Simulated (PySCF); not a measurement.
A geometry optimisation, step by step.

Species: (Me)3Sn-NH-SiH3, C3H13NSiSn.
Bonds: Sn1–C2, Sn1–C3, Sn1–C4, Sn1–N5, N5–Si6. Hydrogens: H7, H8, H9 on C2; H10, H11, H12 on C3; H13, H14, H15 on C4; H16 on N5; H17, H18, H19 on Si6.

Method: PBE0-D3(BJ)/def2-SVP geometry optimisation, gas phase, def2 core potentials past Kr in PySCF; density fitting, grid level 1; the optimiser is geomeTRIC in internal coordinates, started from a GFN2-xTB structure with every atom displaced at random (about 0.03 Å). 4 of its 16 geometries are shown. The frame can shift and turn from step to step; on so coarse a grid that alone can change the energy by a few meV, and forces under 0.02 eV/Å are noise.

Step 0: E = -18507.2741 eV, largest atomic force 4.551 eV/Å
```
atom  x, y, z in Å  |  force x, y, z in eV/Å
Sn1    -0.030   -0.523    0.381   -0.808   1.483  -0.551
C2      1.374    0.418    1.725    1.155  -0.880   0.822
C3      0.009   -2.636    0.202    3.501   0.244   2.887
C4     -2.012    0.246    0.826   -2.578  -1.061  -0.095
N5      0.273    0.219   -1.561   -2.224   2.618   2.985
Si6     0.427    1.876   -2.086   -0.147  -1.533   0.993
H7      1.404    1.506    1.638   -0.362   0.318  -0.214
H8      2.433    0.091    1.477   -1.001   0.087   0.363
H9      1.155    0.180    2.815    0.233   0.089  -1.094
H10    -0.176   -3.088    1.214   -0.077   0.285  -0.699
H11    -0.649   -3.017   -0.490   -1.826  -1.000  -2.042
H12     1.094   -2.918   -0.032   -1.330   0.180  -0.012
H13    -2.515   -0.125    1.767    0.917   0.010  -0.309
H14    -2.184    1.331    0.899    0.572   0.129  -0.272
H15    -2.816   -0.126    0.071    1.516   0.547   0.624
H16     0.788   -0.381   -2.073    2.343  -2.852  -2.465
H17    -0.660    2.642   -1.490   -0.512   0.505   0.236
H18     0.326    1.826   -3.519   -0.013   0.281  -1.226
H19     1.698    2.473   -1.678    0.642   0.550   0.069
```

Step 5: E = -18508.0457 eV, largest atomic force 0.111 eV/Å
```
atom  x, y, z in Å  |  force x, y, z in eV/Å
Sn1    -0.083   -0.453    0.377   -0.030   0.033  -0.022
C2      1.359    0.393    1.734   -0.002  -0.005   0.010
C3      0.058   -2.593    0.262    0.008   0.004   0.022
C4     -2.068    0.229    0.826    0.014  -0.005   0.004
N5      0.328    0.200   -1.537    0.005   0.084   0.071
Si6     0.413    1.836   -2.082   -0.028  -0.060   0.035
H7      1.362    1.488    1.641   -0.006   0.002  -0.008
H8      2.366    0.018    1.500   -0.005  -0.006   0.009
H9      1.110    0.129    2.772    0.011  -0.008  -0.006
H10    -0.194   -3.047    1.231    0.013   0.008   0.001
H11    -0.646   -2.968   -0.494   -0.026  -0.018  -0.034
H12     1.076   -2.901   -0.017    0.002   0.007   0.009
H13    -2.400   -0.159    1.801    0.005   0.004  -0.001
H14    -2.087    1.328    0.857   -0.009  -0.002  -0.001
H15    -2.762   -0.116    0.047    0.002  -0.001  -0.003
H16     0.860   -0.471   -2.081    0.045  -0.073  -0.059
H17    -0.700    2.601   -1.437   -0.005   0.012   0.009
H18     0.263    1.906   -3.570   -0.009   0.013  -0.024
H19     1.682    2.570   -1.745    0.014   0.011  -0.009
```

Step 10: E = -18508.0556 eV, largest atomic force 0.088 eV/Å
```
atom  x, y, z in Å  |  force x, y, z in eV/Å
Sn1    -0.058   -0.441    0.372   -0.005  -0.041   0.018
C2      1.338    0.335    1.812   -0.015   0.016  -0.011
C3      0.094   -2.580    0.234    0.022   0.002  -0.001
C4     -2.060    0.228    0.760    0.006  -0.003  -0.006
N5      0.445    0.249   -1.499    0.022  -0.053  -0.067
Si6     0.379    1.870   -2.076    0.012   0.057  -0.026
H7      1.357    1.433    1.758    0.010   0.000   0.013
H8      2.347   -0.048    1.604    0.004   0.002  -0.011
H9      1.047    0.034    2.829   -0.004   0.007   0.006
H10    -0.184   -3.037    1.195   -0.015  -0.013  -0.008
H11    -0.569   -2.971   -0.552    0.008   0.017   0.021
H12     1.130   -2.866    0.003   -0.006  -0.011  -0.013
H13    -2.412   -0.161    1.727   -0.010   0.000   0.002
H14    -2.100    1.326    0.782    0.009   0.002   0.000
H15    -2.725   -0.134   -0.037   -0.012  -0.003   0.008
H16     0.903   -0.438   -2.095   -0.022   0.051   0.060
H17    -0.527    2.637   -1.161    0.006  -0.009  -0.001
H18    -0.162    1.958   -3.474   -0.003  -0.004   0.018
H19     1.695    2.599   -2.095   -0.005  -0.017  -0.002
```

Step 15: E = -18508.0597 eV, largest atomic force under 0.02 eV/Å
```
atom  x, y, z in Å  |  force x, y, z in eV/Å
Sn1    -0.053   -0.462    0.365    0.006   0.012   0.004
C2      1.299    0.345    1.828    0.007  -0.008   0.002
C3      0.133   -2.593    0.169   -0.012  -0.002  -0.010
C4     -2.073    0.163    0.739   -0.007   0.002   0.002
N5      0.484    0.285   -1.476   -0.009   0.000   0.008
Si6     0.394    1.919   -2.014    0.006  -0.005   0.004
H7      1.280    1.443    1.785   -0.004   0.000  -0.003
H8      2.322    0.000    1.621    0.000   0.001   0.002
H9      1.012    0.025    2.841   -0.001  -0.001  -0.001
H10    -0.155   -3.088    1.108    0.005   0.002   0.002
H11    -0.524   -2.956   -0.634    0.002  -0.003   0.000
H12     1.171   -2.868   -0.068    0.003   0.004   0.003
H13    -2.419   -0.206    1.716    0.004   0.001   0.000
H14    -2.129    1.261    0.737   -0.002  -0.001  -0.002
H15    -2.737   -0.226   -0.046    0.004  -0.003  -0.002
H16     0.873   -0.403   -2.115   -0.002  -0.004  -0.008
H17    -0.163    2.724   -0.879    0.001   0.001   0.002
H18    -0.501    2.123   -3.203    0.001   0.002  -0.003
H19     1.723    2.509   -2.390   -0.001   0.004  -0.001
```

Q: Summarise the path.

A: The energy falls by 75.80 kJ/mol from step 0 to step 15; nine tenths of that is first reached at step 2. It falls at every step. The largest force goes from 4.551 to under 0.02 eV/Å. Among the bonds N5–H16 changes most, from 0.942 to 1.016 Å; the atoms move by 0.343 Å rms after alignment.

Q: Follow the three bonds and two angles with the largest change from start to end.

A: 
```
step  E above end (kJ/mol)  largest force (eV/Å)  N5–H16 (Å)  C3–H11 (Å)  C4–H15 (Å)  H13–C4–H15 (°)  Sn1–C4–H14 (°)
   0                 75.80                 4.551       0.942       1.028       1.164            97.3           120.3
   1                 11.24                 1.309       1.015       1.093       1.108           102.6           116.3
   2                  3.88                 0.410       1.024       1.103       1.096           107.3           112.3
   3                  2.03                 0.275       1.022       1.101       1.099           109.7           109.6
   4                  1.69                 0.127       1.019       1.100       1.099           109.4           109.8
   5                  1.36                 0.111       1.015       1.098       1.099           109.1           109.9
   6                  1.13                 0.127       1.014       1.098       1.099           109.0           110.0
   7                  0.85                 0.070       1.015       1.099       1.099           108.9           110.2
   8                  0.68                 0.039       1.017       1.100       1.099           109.0           110.3
   9                  0.52                 0.070       1.018       1.100       1.099           109.1           110.4
  10                  0.40                 0.088       1.018       1.100       1.099           109.2           110.4
  11                  0.26                 0.072       1.017       1.099       1.099           109.2           110.2
  12                  0.13                 0.051       1.016       1.099       1.099           109.2           109.9
  13                  0.06                 0.032       1.015       1.099       1.099           109.1           109.7
  14                  0.02                 0.024       1.015       1.099       1.099           109.0           109.7
  15                  0.00            under 0.02       1.016       1.100       1.099           109.0           109.7
```

What follows is the cost of the whole optimisation. On AMD EPYC, one thread, shared host with 64 logical CPUs at a one-minute load of 55, this took 10 min wall and 0.69 GiB of memory at its peak.
